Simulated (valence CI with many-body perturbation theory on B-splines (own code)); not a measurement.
E1 transitions of As26+

Calculated by valence CI with perturbative core correlation (CI+MBPT): five valence electrons over a frozen Dirac-Fock core [He], radial functions for each j: 11 s, 11 p, 10 d, 8 f, 5 g, 2 h, with the one-electron correlation potential Σ1 (screened to all orders), the two-electron term Σ2, the three-electron term Σ3, Breit, model QED; selected single and double excitations, second order for the rest, scaled by the run's own slope (own B-spline code, finite nucleus).

The last digits are not significant, and no measured levels were compared; by estimate large intervals hold to a few tenths of a per cent, small ones and those within an open d or f shell to about a per cent. Among the levels kept, up to 5300 cm⁻¹ of a level comes from second order outside the variational space, and about a tenth of that is noise between levels of different J, which matters for small intervals.

Lines 1 to 50 of 600 in falling wavelength, among levels below 1880.9 eV, chosen from the strongest by gf and those to the six lowest levels. Wavelengths and rates use the calculated energies. Electric multipoles are in the length gauge with retardation, E1 and E2 with the static RPA response of the core. Weak lines are less certain than strong ones. Lines between different terms over intervals too small for the method are left out, as are lines whose strength nearly cancels. Where a level lies close to another of its J and parity, the split of strength between their lines is uncertain. The highest levels of a list are the least certain.

Levels are named by their leading jj configuration (3d3/2^4 stands for four electrons in 3d with j = 3/2), which in mixed levels can hold well under half, so a name can repeat and another be missing. Letters in brackets count levels of one name in rising energy.

| λ vac (nm) | Upper | Lower | A (s⁻¹) | log gf | Branch % |
| --- | --- | --- | --- | --- | --- |
| 43.35 | (2s 2p1/2 2p3/2^2 3p1/2) J=7/2 | (2s 2p1/2 2p3/2^2 3s) J=5/2 [b] | 4.30e+08 | -1.01 | 0.0 |
| 36.30 | (2s 2p1/2 2p3/2^2 3p1/2) J=3/2 [a] | (2s 2p1/2 2p3/2^2 3s) J=5/2 [a] | 1.70e+09 | -0.87 | 0.0 |
| 36.28 | (2s^2 2p1/2^2 3p1/2) J=1/2 | (2s^2 2p1/2^2 3s) J=1/2 | 2.34e+09 | -1.03 | 4.0 |
| 35.78 | (2s 2p1/2 2p3/2^2 3p1/2) J=5/2 [c] | (2s 2p1/2 2p3/2^2 3s) J=5/2 [c] | 1.13e+09 | -0.88 | 0.0 |
| 35.48 | (2s^2 2p1/2 2p3/2 3p1/2) J=5/2 | (2s^2 2p1/2 2p3/2 3s) J=5/2 | 1.30e+09 | -0.83 | 3.0 |
| 35.47 | (2s 2p1/2^2 2p3/2 3p1/2) J=3/2 [b] | (2s 2p1/2^2 2p3/2 3s) J=1/2 | 1.12e+09 | -1.07 | 0.0 |
| 35.43 | (2s 2p1/2 2p3/2^2 3p3/2) J=7/2 [a] | (2s 2p1/2 2p3/2^2 3s) J=7/2 | 6.40e+08 | -1.02 | 1.0 |
| 34.23 | (2s 2p1/2 2p3/2^2 3p1/2) J=3/2 [b] | (2s 2p1/2 2p3/2^2 3s) J=3/2 [b] | 1.51e+09 | -0.97 | 0.0 |
| 33.36 | (2s 2p1/2 2p3/2^2 3p1/2) J=5/2 [a] | (2s 2p1/2 2p3/2^2 3s) J=5/2 [a] | 1.46e+09 | -0.84 | 0.1 |
| 33.33 | (2s 2p3/2^3 3p1/2) J=5/2 | (2s 2p3/2^3 3s) J=3/2 [a] | 2.76e+09 | -0.56 | 0.0 |
| 33.07 | (2s 2p1/2^2 2p3/2 3p1/2) J=3/2 [a] | (2s 2p1/2^2 2p3/2 3s) J=5/2 | 3.14e+09 | -0.69 | 0.4 |
| 33.04 | (2s 2p1/2 2p3/2^2 3p3/2) J=5/2 [a] | (2s 2p1/2 2p3/2^2 3s) J=3/2 [a] | 2.38e+09 | -0.63 | 0.0 |
| 32.72 | (2s^2 2p1/2 2p3/2 3p1/2) J=3/2 [a] | (2s^2 2p1/2 2p3/2 3s) J=3/2 [a] | 1.68e+09 | -0.97 | 2.9 |
| 32.70 | (2s 2p1/2 2p3/2^2 3p3/2) J=7/2 [b] | (2s 2p1/2 2p3/2^2 3s) J=5/2 [b] | 2.19e+09 | -0.55 | 0.0 |
| 32.66 | (2s 2p1/2^2 2p3/2 3p3/2) J=3/2 [a] | (2s 2p1/2^2 2p3/2 3s) J=3/2 [a] | 2.68e+09 | -0.77 | 0.0 |
| 32.61 | (2s 2p1/2 2p3/2^2 3d5/2) J=9/2 [b] | (2s 2p1/2 2p3/2^2 3p3/2) J=7/2 [b] | 5.57e+08 | -1.05 | 3.2 |
| 32.53 | (2s 2p1/2 2p3/2^2 3p1/2) J=7/2 | (2s 2p1/2 2p3/2^2 3s) J=7/2 | 1.50e+09 | -0.72 | 0.0 |
| 32.00 | (2s 2p1/2 2p3/2^2 3d5/2) J=9/2 [b] | (2s 2p1/2 2p3/2^2 3p3/2) J=9/2 | 1.16e+09 | -0.75 | 6.7 |
| 31.90 | (2s 2p1/2 2p3/2^2 3d3/2) J=5/2 [a] | (2s 2p1/2^2 2p3/2 3p3/2) J=3/2 [b] | 9.63e+08 | -1.05 | 0.0 |
| 31.89 | (2s 2p1/2^2 2p3/2 3p1/2) J=5/2 | (2s 2p1/2^2 2p3/2 3s) J=5/2 | 3.10e+09 | -0.55 | 0.1 |
| 31.71 | (2s 2p1/2 2p3/2^2 3d5/2) J=9/2 [a] | (2s 2p1/2 2p3/2^2 3p1/2) J=7/2 | 6.30e+08 | -1.02 | 3.6 |
| 31.61 | (2s 2p1/2^2 2p3/2 3d3/2) J=7/2 [a] | (2s 2p1/2^2 2p3/2 3p3/2) J=7/2 | 1.11e+09 | -0.87 | 0.3 |
| 31.45 | (2s 2p1/2 2p3/2^2 3p1/2) J=3/2 [d] | (2s 2p1/2 2p3/2^2 3s) J=3/2 [d] | 2.16e+09 | -0.89 | 0.1 |
| 31.33 | (2s 2p1/2 2p3/2^2 3d5/2) J=7/2 [c] | (2s 2p1/2 2p3/2^2 3p3/2) J=5/2 [c] | 1.49e+09 | -0.76 | 0.0 |
| 31.25 | (2s 2p1/2^2 2p3/2 3d5/2) J=7/2 | (2s 2p1/2^2 2p3/2 3p3/2) J=5/2 [b] | 1.17e+09 | -0.86 | 0.1 |
| 31.16 | (2s 2p1/2 2p3/2^2 3d5/2) J=7/2 [a] | (2s 2p1/2 2p3/2^2 3p3/2) J=5/2 [a] | 1.13e+09 | -0.88 | 0.0 |
| 31.02 | (2s 2p1/2 2p3/2^2 3p1/2) J=3/2 [c] | (2s 2p1/2 2p3/2^2 3s) J=5/2 [c] | 2.33e+09 | -0.87 | 0.0 |
| 31.00 | (2s 2p1/2 2p3/2^2 3d5/2) J=5/2 [c] | (2s 2p1/2 2p3/2^2 3p3/2) J=3/2 [c] | 1.21e+09 | -0.98 | 0.0 |
| 30.99 | (2s^2 2p1/2 2p3/2 3d3/2) J=7/2 | (2s^2 2p1/2 2p3/2 3p3/2) J=7/2 | 8.98e+08 | -0.99 | 0.6 |
| 30.93 | (2s^2 2p1/2 2p3/2 3d5/2) J=3/2 [b] | (2s^2 2p1/2 2p3/2 3p3/2) J=1/2 [b] | 1.57e+09 | -1.05 | 0.0 |
| 30.87 | (2s^2 2p3/2^2 3d5/2) J=5/2 [a] | (2s^2 2p3/2^2 3p3/2) J=3/2 [a] | 2.04e+09 | -0.76 | 0.0 |
| 30.62 | (2s 2p1/2^2 2p3/2 3d5/2) J=9/2 | (2s 2p1/2^2 2p3/2 3p3/2) J=7/2 | 3.65e+09 | -0.29 | 87.4 |
| 30.55 | (2s^2 2p3/2^2 3p1/2) J=3/2 | (2s^2 2p3/2^2 3s) J=5/2 | 2.95e+09 | -0.78 | 0.4 |
| 30.55 | (2s 2p1/2^2 2p3/2 3p3/2) J=5/2 [a] | (2s 2p1/2^2 2p3/2 3s) J=3/2 [a] | 2.82e+09 | -0.63 | 0.0 |
| 30.46 | (2s 2p3/2^3 3d5/2) J=7/2 | (2s 2p3/2^3 3p3/2) J=5/2 [a] | 1.86e+09 | -0.68 | 0.1 |
| 30.38 | (2s 2p1/2 2p3/2^2 3d3/2) J=7/2 [b] | (2s 2p1/2 2p3/2^2 3p1/2) J=5/2 [b] | 1.05e+09 | -0.93 | 0.0 |
| 30.38 | (2s 2p1/2 2p3/2^2 3d5/2) J=11/2 | (2s 2p1/2 2p3/2^2 3p3/2) J=9/2 | 3.85e+09 | -0.19 | 31.8 |
| 30.33 | (2s 2p1/2 2p3/2^2 3d5/2) J=7/2 [a] | (2s 2p1/2 2p3/2^2 3p3/2) J=7/2 [a] | 9.80e+08 | -0.97 | 0.0 |
| 30.28 | (2s 2p1/2 2p3/2^2 3p1/2) J=5/2 [a] | (2s 2p1/2^2 2p3/2 3s) J=3/2 [b] | 1.80e+09 | -0.83 | 0.1 |
| 29.99 | (2s 2p3/2^3 3d5/2) J=9/2 | (2s 2p3/2^3 3p3/2) J=7/2 | 3.90e+09 | -0.28 | 4.2 |
| 29.98 | (2s 2p3/2^3 3p1/2) J=3/2 [b] | (2s 2p3/2^3 3s) J=3/2 [b] | 2.43e+09 | -0.88 | 0.0 |
| 29.92 | (2s 2p1/2 2p3/2^2 3d5/2) J=5/2 [a] | (2s 2p1/2 2p3/2^2 3p3/2) J=3/2 [a] | 2.11e+09 | -0.77 | 0.0 |
| 29.83 | (2s 2p1/2 2p3/2^2 3p1/2) J=5/2 [c] | (2s 2p1/2 2p3/2^2 3s) J=3/2 [b] | 1.56e+09 | -0.90 | 0.0 |
| 29.61 | (2s 2p1/2 2p3/2^2 3d5/2) J=3/2 [e] | (2s 2p1/2 2p3/2^2 3p3/2) J=1/2 [d] | 2.33e+09 | -0.91 | 0.0 |
| 29.58 | (2s^2 2p3/2^2 3p3/2) J=5/2 | (2s^2 2p3/2^2 3s) J=3/2 | 3.96e+09 | -0.51 | 6.1 |
| 29.53 | (2s^2 2p3/2^2 3p1/2) J=1/2 | (2s^2 2p3/2^2 3s) J=1/2 | 4.43e+09 | -0.94 | 2.5 |
| 29.49 | (2s 2p1/2 2p3/2^2 3d5/2) J=9/2 [c] | (2s 2p1/2 2p3/2^2 3p3/2) J=7/2 [c] | 4.08e+09 | -0.27 | 5.2 |
| 29.37 | (2s 2p1/2 2p3/2^2 3p3/2) J=3/2 [b] | (2s 2p1/2 2p3/2^2 3s) J=5/2 [b] | 3.59e+09 | -0.73 | 0.0 |
| 29.36 | (2s 2p1/2 2p3/2^2 3d5/2) J=9/2 [a] | (2s 2p1/2 2p3/2^2 3p3/2) J=7/2 [a] | 3.44e+09 | -0.35 | 19.9 |
| 29.21 | (2s 2p3/2^3 3d5/2) J=5/2 | (2s 2p3/2^3 3p3/2) J=5/2 [a] | 1.78e+09 | -0.86 | 0.0 |

(1) How does gf follow from A for the line at 30.99 nm?

Answers

(1) gf = 1.4992 × (2J+1)_upper × A / σ², with σ = 322689 cm⁻¹ and 2J+1 = 8: gf = 0.103.
